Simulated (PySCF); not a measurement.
W(NH)(F)(Cl)3 (Cl3FHNW), SMILES [NH]=[W]([F])([Cl])([Cl])[Cl], multiplicity 1. Atoms are numbered in the order given.

```xyz
7

W      0.1843     0.2011     0.0000
N      0.3978     1.9229     0.0000
H      0.5248     2.9339     0.0000
F      2.0045    -0.1370     0.0000
Cl    -1.0299     0.2030    -1.9170
Cl    -1.0299     0.2030     1.9170
Cl     0.0015    -2.1730     0.0000
```

Coordinates come from a PBE0-D3(BJ)/def2-SVP optimisation. The spin state was assumed, not searched. The structure was generated by enumeration; whether it is a known compound was not checked. The def2 effective core potentials stand for the cores of W; spin–orbit coupling is left out.

Calculation: TDA-PBE/def2-SVPD run with PySCF.

Vertical excitations. The molecule is in vacuum. State labels are in the subgroup Cs.

Computed excitation energies, oscillator strengths and character:
```tsv
state	symmetry	energy (eV)	λ (nm)	f	main pairs
S1	A"	3.12	398	0.000	HOMO→LUMO 92 %
S2	A'	3.20	387	0.001	HOMO−1→LUMO 70 %, HOMO→LUMO+1 29 %
S3	A"	3.25	382	0.000	HOMO−1→LUMO+1 92 %
S4	A'	3.53	351	0.009	HOMO→LUMO+1 50 %, HOMO−1→LUMO 19 %, HOMO→LUMO+2 18 %, HOMO−1→LUMO+3 10 %
S5	A'	3.71	335	0.000	HOMO−2→LUMO 97 %
S6	A"	3.71	334	0.000	HOMO−3→LUMO 65 %, HOMO−2→LUMO+1 34 %
S7	A"	3.83	324	0.011	HOMO−2→LUMO+1 62 %, HOMO−3→LUMO 30 %
S8	A'	3.85	322	0.004	HOMO−3→LUMO+1 79 %, HOMO→LUMO+2 14 %
S9	A"	3.88	319	0.003	HOMO−1→LUMO+2 91 %
S10	A'	3.95	314	0.005	HOMO→LUMO+2 50 %, HOMO−1→LUMO+3 39 %
T1	A'	2.98	416	0	HOMO→LUMO+1 61 %, HOMO−1→LUMO 38 %
T2	A"	3.01	412	0	HOMO→LUMO 91 %
T3	A'	3.04	408	0	HOMO−1→LUMO 61 %, HOMO→LUMO+1 38 %
T4	A"	3.13	396	0	HOMO−1→LUMO+1 91 %
```
Triplets are in the Tamm–Dancoff approximation.
